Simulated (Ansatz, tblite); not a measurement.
Cost and result up the ladder for the cluster Li7⁺ (7 atoms). The state is a singlet with charge 1. Geometry: PBE/def2-TZVP.

```
atom   x (Å)   y (Å)   z (Å)
 Li1  -0.191  -0.272   2.722
 Li2  -0.673   2.442   1.051
 Li3   0.533  -1.341  -2.331
 Li4  -1.241  -0.292  -0.116
 Li5   1.241   0.292   0.116
 Li6  -0.225   1.781  -2.073
 Li7   0.555  -2.610   0.631
```

Ansatz on 4 threads of Arm Neoverse V1 on a shared host; xTB runs through tblite on one thread. Times are rough, summed over both states, and most runs start from the orbitals of an earlier one. No level here is sound enough to serve as a yardstick. The other state is a triplet.

The xTB rows come from tblite. The structure comes from a short search, and lower isomers may exist.

xTB has no spin-polarisation term.

```
                       level  functions  wall time  vertical triplet (eV)                                                                           remarks
                    GFN1-xTB         28    0.006 s                   0.38                                                                                 –
                    GFN2-xTB         28    0.006 s                   0.49                                                                                 –
PBE0/def2-TZVP (with forces)         98        5 s                   0.88                                           restricted SCF unstable in HF (singlet)
            r2SCAN/def2-TZVP         98      8.1 s                   0.66  restricted SCF unstable in HF (singlet), spin-contaminated (⟨S²⟩ 2.13) (triplet)
```
